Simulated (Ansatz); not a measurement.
`CC1NB1N` + `SC#C[TeH]` → `CC1NB1S` + `NC#C[TeH]`  (redistribution)

Program: Ansatz. Geometries: PBE0-D4/def2-TZVP. ΔE: electronic, gas phase. CCSD(T)/CBS is the MP2 limit (def2-TZVPP, def2-QZVPP) plus CCSD(T) − MP2 in def2-TZVPP, frozen cores. DFT in def2-TZVPP. B3LYP here is the variant with VWN-RPA as its local correlation; programs differ in this. Elements past krypton have def2 core potentials. For Te outer-core shells are correlated without core-valence functions, which leaves a few kJ/mol of doubt a bond. One conformer a species, not always the lowest.

`CC1NB1N`:

Cartesian coordinates in Å:
```
C 1.083 0.766 -1.190
C 0.660 0.224 0.149
N -0.513 0.882 0.798
B -0.664 -0.468 0.503
N -1.504 -1.566 0.617
H 1.723 0.047 -1.711
H 1.645 1.700 -1.091
H 0.213 0.962 -1.820
H 1.502 0.014 0.816
H -0.462 1.426 1.642
H -2.394 -1.531 1.083
H -1.289 -2.455 0.204
```

`SC#C[TeH]`:

```xyz
6

S     2.355    0.088    0.496
C     0.757   -0.110    0.059
C    -0.410   -0.346   -0.182
Te   -2.265   -0.818   -0.772
H     2.569    1.267   -0.123
H    -3.006   -0.081    0.522
```

`CC1NB1S`:

```xyz
11

C    -0.987    0.662   -0.827
C     0.158    0.636    0.152
N     1.428    0.003   -0.250
B     0.739   -0.700    0.686
S     0.705   -2.237    1.581
H    -0.834    1.413   -1.610
H    -1.121   -0.308   -1.312
H    -1.920    0.911   -0.315
H     0.289    1.567    0.703
H     1.924   -0.001   -1.123
H    -0.380   -1.947    2.316
```

`NC#C[TeH]`:

Cartesian coordinates in Å:
```
N -0.423 1.705 -0.147
C -0.024 0.448 0.024
C 0.285 -0.719 0.138
Te 1.008 -2.550 0.489
H -0.855 2.169 0.635
H 0.146 2.302 -0.726
H -0.137 -3.354 -0.414
```

**Question.** Is it downhill or uphill in electronic energy at CCSD(T)/CBS, and by how much? (Estimate.)

**Answer.** Ansatz gave: Uphill: ΔE = +10.3 kcal/mol.

**Question.** What do these levels give: PBE-D4, PBE0-D4, ωB97X-V, PBE, r2SCAN, B3LYP, HF/def2-TZVPP, MP2/def2-TZVPP, HF/def2-QZVPP, MP2/def2-QZVPP, MP2/CBS(def2), CCSD/CBS(def2)? (An estimate is asked.)

**Answer.** The calculation gave: PBE-D4 8.1, PBE0-D4 7.9, ωB97X-V 8.4, PBE 8.2, r2SCAN 8.9, B3LYP 9.8, HF/def2-TZVPP 9.5, MP2/def2-TZVPP 10.7, HF/def2-QZVPP 9.7, MP2/def2-QZVPP 10.9, MP2/CBS(def2) 10.9, CCSD/CBS(def2) 10.2 kcal/mol.

Largest T1 diagnostic among the species: 0.013.
